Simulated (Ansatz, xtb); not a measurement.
**Relative energy of two isomers of C6H7NO**

Structure I: `C=Cc1[nH]ccc1O`, a singlet. Structure II: `C=Cn1ccc(O)c1`, a singlet. Both are isolated molecules in the gas phase, relaxed with r2SCAN-D4/def2-SVP, each in the lowest conformer that the search found.

I (Å):

```xyz
15

C    -2.0614    0.0911    2.3172
C    -1.4009    0.7101    1.3143
C    -0.4931    0.1354    0.3624
C     0.7415   -1.4313   -0.6986
C     0.9817   -0.2321   -1.3540
C     0.2079    0.7510   -0.6894
N    -0.1354   -1.2041    0.3195
O     0.1853    2.0541   -1.0506
H    -1.9595   -0.9818    2.5124
H    -2.7295    0.6470    2.9779
H    -1.5643    1.7902    1.1929
H    -0.4831   -1.9055    0.9593
H     1.1366   -2.4274   -0.8905
H     1.6335   -0.0697   -2.2096
H    -0.4073    2.5342   -0.4577
```

II (Å):

| atom | x (Å) | y (Å) | z (Å) |
| --- | --- | --- | --- |
| C | -3.0161 | -2.1522 | -1.4477 |
| C | -2.9884 | -1.4271 | -0.3192 |
| C | -2.2609 | 0.4305 | 1.0956 |
| C | -1.4204 | 1.5163 | 0.9860 |
| C | -0.8706 | 1.4722 | -0.3313 |
| C | -1.3886 | 0.3664 | -0.9831 |
| N | -2.2460 | -0.2707 | -0.0936 |
| O | 0.0056 | 2.3951 | -0.7916 |
| H | -2.4335 | -1.8927 | -2.3343 |
| H | -3.6454 | -3.0417 | -1.4953 |
| H | -3.5852 | -1.7156 | 0.5520 |
| H | -2.8777 | 0.0870 | 1.9244 |
| H | -1.2093 | 2.2662 | 1.7454 |
| H | 0.2435 | 2.1711 | -1.7003 |
| H | -1.2216 | -0.0133 | -1.9877 |

Task: Which of the two would you expect CCSD(T)/def2-SVP + ΔMP2/def2-TZVPP electronic energies to favour?

Result: Structure I; the calculation gives E(II) − E(I) = +5.9 kcal/mol.

The same difference at several levels:

```csv
level,geometry,E(II) − E(I) (kcal/mol),departure from the last row (kcal/mol),"job, with rough time for the two"
GFN2-xTB,GFN2-xTB,−2.3,−8.2,"optimisation, 0.51 s"
HF/STO-3G,GFN2-xTB,+2.5,−3.4,"single point, 1.9 s"
r2SCAN-D4/def2-SVP//GFN2-xTB,GFN2-xTB,+7.6,+1.8,"single point, 13 s"
r2SCAN-D4/def2-SVP,r2SCAN-D4/def2-SVP,+7.4,+1.5,"optimisation, 90 s"
HF/def2-SVP,r2SCAN-D4/def2-SVP,+4.9,−0.9,part of the CCSD(T) run
MP2/def2-SVP,r2SCAN-D4/def2-SVP,+6.6,+0.7,part of the CCSD(T) run
CCSD(T)/def2-SVP,r2SCAN-D4/def2-SVP,+5.7,−0.2,single point
CCSD(T)/def2-SVP + ΔMP2/def2-TZVPP,r2SCAN-D4/def2-SVP,+5.9,,"single point, 5.2 min"
```

As drawn, II has 1 C–N, 1 C–H in place of 1 C–C, 1 N–H.

GFN2-xTB puts the two in the other order. The largest departure from CCSD(T)/def2-SVP + ΔMP2/def2-TZVPP is that of GFN2-xTB, 8.2 kcal/mol. The last row adds to CCSD(T) the change of the MP2 difference between the two basis sets, here +0.2 kcal/mol.

With thermal terms from frequencies at re-optimised GFN2-xTB minima (ideal gas, soft modes damped towards free rotors, one conformer each, 298.15 K, 1 atm): the zero-point term adds 0.0 kcal/mol; ΔH is +5.8 and ΔG +6.0 kcal/mol.

The correlated steps freeze 8 core orbitals. Run with Ansatz 0.2.0, xtb 6.7.1; the last row on 2 threads of Intel(R) Xeon(R) Processor @ 2.50GHz (Skylake/Cascade Lake) on a shared host.
